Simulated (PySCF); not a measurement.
Species: pentafluoropropionic acid, C3HF5O2.
Bonds: O1–C2 (double), C2–O3, C2–C4, C4–F5, C4–F6, C4–C7, C7–F8, C7–F9, C7–F10. Hydrogens: H11 on O3.

The same species was optimised twice, with GFN2-xTB and with PBE0-D3(BJ)/def2-SVP (PySCF), and the same property calculations (PySCF, gas phase) were run on both structures.

| coordinate | GFN2-xTB | PBE0-D3(BJ)/def2-SVP | change |
| --- | --- | --- | --- |
| C2–C4 (Å) | 1.559 | 1.541 | -0.018 |
| C4–F5 (Å) | 1.345 | 1.332 | -0.013 |
| C7–F10 (Å) | 1.335 | 1.323 | -0.012 |
| C2–O3 (Å) | 1.315 | 1.326 | +0.011 |
| C4–C7 (Å) | 1.555 | 1.544 | -0.011 |
| C4–F6 (Å) | 1.347 | 1.342 | -0.005 |
| O1=C2 (Å) | 1.189 | 1.193 | +0.004 |
| C7–F8 (Å) | 1.326 | 1.322 | -0.004 |
| C7–F9 (Å) | 1.330 | 1.330 | 0.000 |
| C2–C4–C7 (°) | 110.0 | 113.1 | +3.1 |
| F5–C4–F6 (°) | 107.3 | 109.3 | +2.0 |
| C4–C7–F8 (°) | 112.0 | 110.1 | -1.9 |
| C2–C4–F5 (°) | 110.5 | 108.6 | -1.9 |
| C2–C4–F6 (°) | 111.4 | 109.6 | -1.8 |
| C4–C7–F9 (°) | 110.6 | 109.1 | -1.5 |
| F9–C7–F10 (°) | 107.5 | 108.9 | +1.4 |
| O1–C2–O3 (°) | 127.3 | 126.2 | -1.1 |
| O1–C2–C4–F5 (°) | 29 | 4 | -25 |
| C2–C4–C7–F8 (°) | -175 | 168 | -17 |

Rotational constants: A = 1856, B = 1171, C = 1136 MHz (GFN2-xTB) against A = 1919, B = 1200, C = 1110 MHz (PBE0-D3(BJ)/def2-SVP). Point groups within 0.08 Å: C1 and C1.

On the GFN2-xTB structure: lowest singlet, TDDFT (eV) 5.67 [CAM-B3LYP/def2-SVPD]; lowest triplet, Tamm–Dancoff (eV) 5.14 [CAM-B3LYP/def2-SVPD]; isotropic polarisability (au) 48.2 [CAM-B3LYP/def2-SVPD]; HOMO (eV) -10.91 [CAM-B3LYP/def2-SVPD]; LUMO (eV) -0.29 [CAM-B3LYP/def2-SVPD]; dipole (D) 2.59 [CAM-B3LYP/def2-SVPD]; HOMO (eV) -9.22 [PBE0/pcSseg-1]; LUMO (eV) -1.17 [PBE0/pcSseg-1]; dipole (D) 2.51 [PBE0/pcSseg-1]; GIAO shielding of O1 (ppm) -107.8 [PBE0/pcSseg-1]; GIAO shielding of C2 (ppm) 22.7 [PBE0/pcSseg-1]; GIAO shielding of O3 (ppm) 133.3 [PBE0/pcSseg-1]; GIAO shielding of C4 (ppm) 71.6 [PBE0/pcSseg-1]; GIAO shielding of F5/F6 (mean) (ppm) 313.0 [PBE0/pcSseg-1]; GIAO shielding of C7 (ppm) 59.2 [PBE0/pcSseg-1]; GIAO shielding of F8/F9/F10 (mean) (ppm) 266.2 [PBE0/pcSseg-1].

Task: What do these properties become on the PBE0-D3(BJ)/def2-SVP structure?

Result: 
| property | level | on GFN2-xTB | on PBE0-D3(BJ)/def2-SVP | change |
| --- | --- | --- | --- | --- |
| lowest singlet, TDDFT (eV) | CAM-B3LYP/def2-SVPD | 5.67 | 5.65 | -0.02 |
| lowest triplet, Tamm–Dancoff (eV) | CAM-B3LYP/def2-SVPD | 5.14 | 5.11 | -0.03 |
| isotropic polarisability (au) | CAM-B3LYP/def2-SVPD | 48.2 | 47.8 | -0.4 |
| HOMO (eV) | CAM-B3LYP/def2-SVPD | -10.91 | -10.94 | -0.03 |
| LUMO (eV) | CAM-B3LYP/def2-SVPD | -0.29 | -0.29 | 0.00 |
| dipole (D) | CAM-B3LYP/def2-SVPD | 2.59 | 2.34 | -0.25 |
| energy, GFN2-xTB geometry as zero (kcal/mol) | CAM-B3LYP/def2-SVPD | 0.0 | -1.0 | -1.0 |
| HOMO (eV) | PBE0/pcSseg-1 | -9.22 | -9.25 | -0.03 |
| LUMO (eV) | PBE0/pcSseg-1 | -1.17 | -1.20 | -0.03 |
| dipole (D) | PBE0/pcSseg-1 | 2.51 | 2.26 | -0.25 |
| energy, GFN2-xTB geometry as zero (kcal/mol) | PBE0/pcSseg-1 | 0.0 | -1.1 | -1.1 |
| GIAO shielding of O1 (ppm) | PBE0/pcSseg-1 | -107.8 | -115.1 | -7.3 |
| GIAO shielding of C2 (ppm) | PBE0/pcSseg-1 | 22.7 | 20.6 | -2.1 |
| GIAO shielding of O3 (ppm) | PBE0/pcSseg-1 | 133.3 | 130.0 | -3.3 |
| GIAO shielding of C4 (ppm) | PBE0/pcSseg-1 | 71.6 | 74.9 | +3.3 |
| GIAO shielding of F5/F6 (mean) (ppm) | PBE0/pcSseg-1 | 313.0 | 316.6 | +3.6 |
| GIAO shielding of C7 (ppm) | PBE0/pcSseg-1 | 59.2 | 60.7 | +1.5 |
| GIAO shielding of F8/F9/F10 (mean) (ppm) | PBE0/pcSseg-1 | 266.2 | 271.9 | +5.7 |

The heavy atoms differ by 0.276 Å rms after alignment. Among bonds between heavy atoms C2–C4 changes most (-0.018 Å). Changes are differences of the printed values. Neither structure is proved a minimum here.

Conformer computed: `[O:1]=[C:2]([OH:3])[C:4]([F:5])([F:6])[C:7]([F:8])([F:9])[F:10]`: O1–C2–C4–F5 4°, C2–C4–C7–F8 168°, H–O3–C2–O1 0°.
